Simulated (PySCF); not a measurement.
## The second ionisation energy along group 15

Calculated with PySCF 2.14 from differences of total energies of unrestricted determinants, without spin-orbit coupling. Values in eV. The last column holds reference values (NIST; (s) semi-empirical, (t) theoretical, else measured). Unmarked ones compare directly (S terms, centres of terms, or small fine structure); those marked * lie between the lowest fine-structure levels and include a spin-orbit shift.

```
                       element                         configurations     UHF    PBE0  MP2 (valence)  SCS-MP2 (valence)  CCSD (valence)  CCSD(T) (valence)     reference
 N (pcseg-2, non-relativistic)            [He] 2s2 2p2 → [He] 2s2 2p1  29.221  29.957         29.626             29.495          29.472             29.486  29.601 (s) *
 P (pcseg-2, non-relativistic)            [Ne] 3s2 3p2 → [Ne] 3s2 3p1  19.151  19.814         19.548             19.465          19.571             19.598  19.769 (s) *
As (pcseg-2, non-relativistic)  [Ar] 3d10 4s2 4p2 → [Ar] 3d10 4s2 4p1  17.996  18.577         18.364             18.290          18.395             18.419      18.589 *
```

"Valence" correlates the outer s and p shells and, in groups 3 to 12 and the f block, the outer d or f shell, open or full, or the next shell where the ion has no valence electron left; the wider scheme adds the next inner shell.
